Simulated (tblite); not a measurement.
A tight-binding relaxation on `C=CC/C(=C/O[SiH3])C(F)F`.

Computed with GFN2-xTB geometry optimisation, gas phase (tblite 0.8.0). Start geometry: from a force field or distance geometry. The input is one job of a driver script: a line of settings, then coordinates in Å.

Command:
```bash
OMP_NUM_THREADS=1 python probes_run.py task.json out
```

Input:
```
{"job": {"kind": "relax", "xc": "GFN2-xTB", "basis": "xTB"}, "charge": 0, "multiplicity": 1}
C     -2.475600     1.952000    -0.111800
C     -1.913900     0.989900     0.603100
C     -1.676700    -0.424600     0.127100
C     -0.238200    -0.810200    -0.069000
C      0.802200     0.032700    -0.031700
O      2.095700    -0.378600    -0.218300
Si     3.358600     0.719100    -0.188600
C     -0.054000    -2.286300    -0.289000
F     -0.511900    -3.003300     0.776800
F     -0.809800    -2.698800    -1.353400
H     -2.826800     1.781400    -1.129700
H     -2.633200     2.944200     0.306500
H     -1.600900     1.204700     1.642300
H     -2.211300    -0.580300    -0.827000
H     -2.154600    -1.082000     0.860200
H      0.673300     1.101900     0.125500
H      3.173100     1.723400    -1.259100
H      4.641900    -0.002500    -0.387100
H      3.377600     1.417800     1.131000
H      0.979500    -2.589900    -0.470300
```

Q: Estimate the output.

A: 
```
step      E/eV     max force
  0    -903.66413    0.888
  1    -903.71163    0.587
  2    -903.74466    0.408
  3    -903.75466    0.364
  4    -903.76384    0.340
  5    -903.77619    0.289
  6    -903.78769    0.340
  7    -903.80069    0.325
  8    -903.80928    0.183
  9    -903.81446    0.148
... (71 lines left out)
 81    -903.86066    0.020
 82    -903.86073    0.020
 83    -903.86080    0.026
 84    -903.86087    0.023
 85    -903.86092    0.015
 86    -903.86096    0.013
 87    -903.86100    0.016
 88    -903.86103    0.018
 89    -903.86106    0.013
 90    -903.86107    0.007
```

«max force» is the largest atomic force in eV/Å.

Q: From which step on does the largest force stay under 0.1 eV/Å, and how much energy is left to gain from there?

A: From step 21 (0.100 eV/Å), 14.8 meV above the end.

In short: energy lowered by 4.5 kcal/mol over 90 steps; largest atomic force 0.007 eV/Å at the end.

Q: Where do the atoms end?

A: 0.174 Å rms from the input after alignment:
```
atom  x, y, z in Å
C1    -2.5701    1.9303   -0.0650
C2    -1.9412    0.9796    0.5994
C3    -1.7098   -0.4016    0.0773
C4    -0.2535   -0.7590   -0.0582
C5     0.7397    0.1279   -0.0326
O6     2.0290   -0.2162   -0.1672
Si7    3.4022    0.6726   -0.1914
C8     0.0386   -2.2183   -0.2544
F9    -0.4198   -2.9595    0.7923
F10   -0.6070   -2.7086   -1.3485
H11   -2.9544    1.7670   -1.0585
H12   -2.7353    2.9076    0.3554
H13   -1.5651    1.1622    1.5974
H14   -2.1931   -0.5235   -0.8968
H15   -2.1671   -1.1244    0.7620
H16    0.5265    1.1817    0.0983
H17    3.3416    1.6604   -1.2694
H18    4.3489   -0.4052   -0.4162
H19    3.5745    1.3654    1.0860
H20    1.1105   -2.4278   -0.3723
```

The run took 1.2 s wall on an Arm Neoverse N1 with one thread, on a shared host.
Labels such as C1 count atoms from 1, the log's own numbers from 0.
